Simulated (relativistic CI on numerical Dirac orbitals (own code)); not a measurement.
## Hyperfine structure of Hf I, mass number 179

Computed by Dirac-Coulomb-Breit CI, separate exchange-only KLI orbitals for each configuration, model QED (radiative potential, 1s self-energy scaled to tabulated hydrogen-like ionisation energies), valence Slater integrals scaled by 0.85, P86 correlation energy added to each configuration (own radial code, finite nucleus).

Configuration list (outside the closed core [Xe] 4f14): 5d²6s², 5d6s²6p, 5d²6s6p, 5d³6s, 5d⁴, 5d²6s6d, 5d6s²5f, 5d6s²7p, 5d³6p, 5d6s²7s, 5d6s²8s, 5d²6s7s, 5d6s²6d, 6s²6p², 6s6p³, 6s6p²6d, 5d²6p², 5d6p³, 5d5f6p², 5d6p²7p, 5d6s6p², 5d6p²6d, 6s5f6p², 6s6p²7p. Double excitations out of closed p, d and f shells are left out; levels of such configurations are missing from the list, as are those of other unlisted configurations, and high levels can miss mixing partners. These lack a partner that the ground configuration has and come out too high: 5d6s²7s, 5d6s²8s.

Nuclear spin I = 9/2, μ = -0.6389 μN, Q = 3.79 b (tables of Stone and Pyykkö). The electronic factors are computed for point nuclear moments, without core polarisation; leaving it out makes A of s and p electrons in near-neutral atoms 20 to 40 % too small, and it can dominate for d and f shells.

```csv
Level,E (eV),A (MHz),B (MHz)
5d²6s² ³F2,0.0000,-57.65,589
5d²6s² ³F3,0.2316,-64.4,643
5d²6s² ³F4,0.4694,-69.33,1080
5d²6s² ³P1,0.7143,-85.2,611
5d²6s² ¹G4,1.2937,-55.47,3780
5d6s²6p ³F°3,1.4605,-132.7,1450
5d6s²6p ³D°1,1.4621,63.97,262
5d³6s ⁵F1,1.6572,411.8,-263
```

Levels with J = 0, under 50 % of one LS term, or S terms without an open s electron are left out. Small factors come from cancelling terms and can be off by tens of per cent or more.

For a near-neutral ion this model can misplace configurations by up to about 10,000 cm⁻¹ (more where the count of f electrons changes) and terms by 10 to 25 % of their spread. Rates follow the energies as ν³ (E1, M1) or ν⁵ (E2), so they and the lifetimes can be off by large factors. The fine structure of a lone outer electron comes out too small, for d and f at times inverted, and misplaced configurations move strength between like terms. 14 of the 28 excited levels that our extract of the measured tables holds in this range could be paired (the sources list more); they are missed by 1671 cm⁻¹ on average and 3146 at most, and levels without a partner can miss by more. Some levels of the ground configuration have no partner and can miss by 10 % or more.

**Question.** Give the hyperfine levels of 5d²6s² ³F2 relative to its centre of gravity.

**Answer.** With K = F(F + 1) − I(I + 1) − J(J + 1), E = AK/2 + B[¾K(K + 1) − I(I + 1)J(J + 1)]/[2I(2I − 1)J(2J − 1)]: F = 5/2: 904.1, F = 7/2: 444.7, F = 9/2: 1.182, F = 11/2: -315.9, F = 13/2: -371.6 MHz.

LS names give the leading component of a level, which can be under half, so a name can repeat, a term be missing and a line seem to break the LS rules.
